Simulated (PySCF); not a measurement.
## The third ionisation energy along group 14

Calculated with PySCF 2.14 from differences of total energies of unrestricted determinants, without spin-orbit coupling. Values in eV. The last column holds reference values (NIST; (s) semi-empirical, (t) theoretical, else measured). Unmarked ones compare directly (S terms, centres of terms, or small fine structure); those marked * lie between the lowest fine-structure levels and include a spin-orbit shift.

```tsv
element	configurations	UHF	PBE0	r2SCAN	MP2 (valence)	CCSD (valence)	CCSD(T) (valence)	reference
C (aug-cc-pVTZ with one added diffuse shell each of s, p, d, f type, non-relativistic)	[He] 2s2 → [He] 2s1	45.787	47.042	46.622	46.961	47.772	47.772	47.888
Si (aug-cc-pV(T+d)Z with one added diffuse shell each of s, p, d, f type, non-relativistic)	[Ne] 3s2 → [Ne] 3s1	31.959	33.244	32.866	32.824	33.175	33.175	33.493
Ge (aug-cc-pVTZ-PP with one added diffuse shell each of s, d, f type with ECP10MDF, ECP)	[Ar] 3d10 4s2 → [Ar] 3d10 4s1	32.193	33.959	34.026	32.981	33.280	33.280	34.058
Pb (aug-cc-pVTZ-PP with one added diffuse shell each of d, f type with ECP60MDF, ECP)	[Xe] 4f14 5d10 6s2 → [Xe] 4f14 5d10 6s1	29.771	31.754	31.847	30.324	30.509	30.509	31.937
```

Q: Fill in the row of Sn (aug-cc-pVTZ-PP with one added diffuse shell each of d, f type with ECP28MDF, ECP) ([Kr] 4d10 5s2 → [Kr] 4d10 5s1).

A: UHF 28.537; PBE0 30.421; r2SCAN 30.455; MP2 (valence) 29.210; CCSD (valence) 29.466; CCSD(T) (valence) 29.466; reference 30.506 (eV).

"Valence" correlates the outer s and p shells and, in groups 3 to 12 and the f block, the outer d or f shell, open or full, or the next shell where the ion has no valence electron left; the wider scheme adds the next inner shell.
